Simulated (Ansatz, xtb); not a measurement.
C6H4N2: which of two isomers lies lower

We compare X, `N#Cc1ccncc1`, a singlet, with Y, `N#Cc1ccccn1`, a singlet. Both are isolated molecules in the gas phase, relaxed with r2SCAN-D4/def2-SVP.

Quicker runs give these differences E(Y) − E(X): GFN2-xTB +0.89 kcal/mol; HF/STO-3G −0.16 kcal/mol (at GFN2-xTB geometries); r2SCAN-D4/def2-SVP//GFN2-xTB 0.00 kcal/mol.

Q: Estimate which is lower in electronic energy at CCSD(T)/def2-SVP + ΔMP2/def2-TZVPP, and by roughly how much.

A: CCSD(T)/def2-SVP + ΔMP2/def2-TZVPP gives E(Y) − E(X) = +0.31 kcal/mol, slightly favouring structure X, which is too small a margin to settle the true order.

Level by level:

| level | geometry | E(Y) − E(X) (kcal/mol) | departure from the last row (kcal/mol) | job, with rough time for the two |
| --- | --- | --- | --- | --- |
| GFN2-xTB | GFN2-xTB | +0.89 | +0.58 | optimisation, 0.12 s |
| HF/STO-3G | GFN2-xTB | −0.16 | −0.47 | single point, 0.56 s |
| r2SCAN-D4/def2-SVP//GFN2-xTB | GFN2-xTB | 0.00 | −0.31 | single point, 3.3 s |
| r2SCAN-D4/def2-SVP | r2SCAN-D4/def2-SVP | +0.05 | −0.26 | optimisation, 22 s |
| HF/def2-SVP | r2SCAN-D4/def2-SVP | −0.25 | −0.56 | part of the CCSD(T) run |
| MP2/def2-SVP | r2SCAN-D4/def2-SVP | −0.01 | −0.32 | part of the CCSD(T) run |
| CCSD(T)/def2-SVP | r2SCAN-D4/def2-SVP | +0.01 | −0.30 | single point |
| CCSD(T)/def2-SVP + ΔMP2/def2-TZVPP | r2SCAN-D4/def2-SVP | +0.31 |  | single point, 47 s |

As drawn, both hold the same kinds of bond in the same numbers.

The largest departure from CCSD(T)/def2-SVP + ΔMP2/def2-TZVPP is that of GFN2-xTB, 0.58 kcal/mol. The last row adds to CCSD(T) the change of the MP2 difference between the two basis sets, here +0.30 kcal/mol.

With thermal terms from frequencies at re-optimised GFN2-xTB minima (ideal gas, soft modes damped towards free rotors, one conformer each, 298.15 K, 1 atm): the zero-point term adds +0.01 kcal/mol; ΔH is +0.31 and ΔG −0.09 kcal/mol.

The correlated steps freeze 8 core orbitals. Programs: Ansatz 0.2.0, xtb 6.7.1; the last row on 2 threads of Intel(R) Xeon(R) 6975P-C (Granite Rapids) on a shared host.
